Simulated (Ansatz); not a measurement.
F6SiSn (`F[Si](F)(F)[Sn]([F])([F])[F]`), 8 atoms. Charge 0, multiplicity 1. Correlated methods include outer-core shells of Sn, which these sets cover unevenly. Sn takes the def2 core potential. All runs use 8 threads of an Arm Neoverse V2 on a shared host. Correlated methods freeze the cores.

Q: How many basis functions does each run have, and how long does it take in Ansatz? RKS BLYP-D4/def2-TZVPP energy; RKS PBE0-D4/def2-SVP energy; RKS PBE0-D4/def2-TZVP relaxation (6 steps); RKS r2SCAN0-D4/def2-TZVPP energy; RKS PBE0-D4/def2-QZVPP energy; RKS B97M-V/def2-TZVPP energy; RKS ωB97M-V/def2-SVP energy; RHF-MP2/def2-QZVPP energy; RKS PBE0-D4/def2-TZVP frequencies; RKS ωB97M-V/def2-QZVPP energy; RHF-CCSD(T)/def2-SVP energy; RHF-MP2/def2-TZVPP energy. (An estimate is asked.)

A: Ansatz gave: Other jobs shared the machine, so times are rough.

```json
{"level": "RKS PBE0-D4/def2-SVP", "job": "energy", "functions": "128", "wall time": "0.95 s", "peak host memory (GiB)": "0.34"}
{"level": "RKS BLYP-D4/def2-TZVPP", "job": "energy", "functions": "278", "wall time": "1.5 s", "peak host memory (GiB)": "0.43"}
{"level": "RHF-MP2/def2-TZVPP", "job": "energy", "functions": "278", "wall time": "3.3 s", "peak host memory (GiB)": "0.88"}
{"level": "RKS ωB97M-V/def2-SVP", "job": "energy", "functions": "128", "wall time": "4 s", "peak host memory (GiB)": "0.5"}
{"level": "RKS r2SCAN0-D4/def2-TZVPP", "job": "energy", "functions": "278", "wall time": "4.4 s", "peak host memory (GiB)": "1"}
{"level": "RKS B97M-V/def2-TZVPP", "job": "energy", "functions": "278", "wall time": "5 s", "peak host memory (GiB)": "0.57"}
{"level": "RKS PBE0-D4/def2-QZVPP", "job": "energy", "functions": "494", "wall time": "7 s", "peak host memory (GiB)": "2.4"}
{"level": "RKS ωB97M-V/def2-QZVPP", "job": "energy", "functions": "494", "wall time": "14 s", "peak host memory (GiB)": "2.7"}
{"level": "RHF-CCSD(T)/def2-SVP", "job": "energy", "functions": "128", "wall time": "15 s", "peak host memory (GiB)": "1"}
{"level": "RHF-MP2/def2-QZVPP", "job": "energy", "functions": "494", "wall time": "15 s", "peak host memory (GiB)": "3"}
{"level": "RKS PBE0-D4/def2-TZVP", "job": "relaxation (6 steps)", "functions": "273", "wall time": "24 s", "peak host memory (GiB)": "0.96"}
{"level": "RKS PBE0-D4/def2-TZVP", "job": "frequencies", "functions": "273", "wall time": "2.2 min", "peak host memory (GiB)": "0.97"}
```
